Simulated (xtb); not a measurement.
quinoxaline (C₈H₆N₂), SMILES c1cc2nccnc2cc1. All values are semi-empirical tight-binding results from xtb (GFN2-xTB unless named), good for trends rather than for accurate numbers. Geometry optimised at GFN2-xTB.

Optimised geometry:

```xyz
16

C      0.0000     0.7032     2.3596
C      0.0000    -0.7032     2.3596
C      0.0000    -1.4043     1.1863
C      0.0000    -0.7119    -0.0408
N      0.0000    -1.4001    -1.2028
C      0.0000    -0.7055    -2.3075
C      0.0000     0.7055    -2.3075
N      0.0000     1.4001    -1.2028
C      0.0000     0.7119    -0.0408
C      0.0000     1.4043     1.1863
H      0.0000     1.2275     3.3040
H      0.0000    -1.2275     3.3040
H      0.0000    -2.4829     1.1630
H      0.0000    -1.2653    -3.2335
H      0.0000     1.2653    -3.2335
H      0.0000     2.4829     1.1630
```

### Question
Estimate the properties. (Estimate from the structure and the level; the computed values follow.)

### Answer

```yaml
point_group_as_xtb_finds_it: C2v
orbital_gap: 1.60 eV
dipole_moment: 0.76 D
zero_point_energy: 74.7 kcal/mol
G − E(el) at 298.15 K (modified RRHO): 55.3 kcal/mol
static polarisability (D4 model): 98.6 bohr³
solvation energy, GFN2-xTB/ALPB(water): -4.5 kcal/mol
solvation energy, GFN2-xTB/ALPB(hexane): -6.6 kcal/mol
```

### Question
Give the IR lines (harmonic; lines under 4 % of the strongest left out, lines within 3 cm⁻¹ merged). (Estimate from the structure and the level; the computed values follow.)

### Answer
ν (cm⁻¹): 165 (w), 353 (m), 367 (w), 449 (w), 748 (s), 798 (w), 844 (m), 925 (s), 1079 (m), 1133 (m), 1162 (w), 1193 (m), 1219 (m), 1343 (s), 1443 (m), 1498 (m), 1549 (w), 1608 (w), 3050 (m), 3058 (vs), 3080 (m), 3088 (s), 3102 (vs) (against the strongest line: vs over 80 %, s over 45 %, m over 15 %, w over 4 %, vw less)

### Question
Give the atomic charges and the Wiberg bond orders between heavy atoms. (The exact figures need the calculation; the answer reports its results.)

### Answer
charges (e) C1 -0.03, C2 -0.03, C3 -0.04, C4 0.08, N5 -0.22, C6 0.06, C7 0.06, N8 -0.22, C9 0.08, C10 -0.04, H11 0.04, H12 0.04, H13 0.06, H14 0.04, H15 0.04, H16 0.06. Bond orders C1–C2 1.32, C2–C3 1.56, C3–C4 1.27, C4–N5 1.29, N5–C6 1.56, C6–C7 1.28, C7–N8 1.56, C4–C9 1.22, N8–C9 1.29, C1–C10 1.56, C9–C10 1.27.
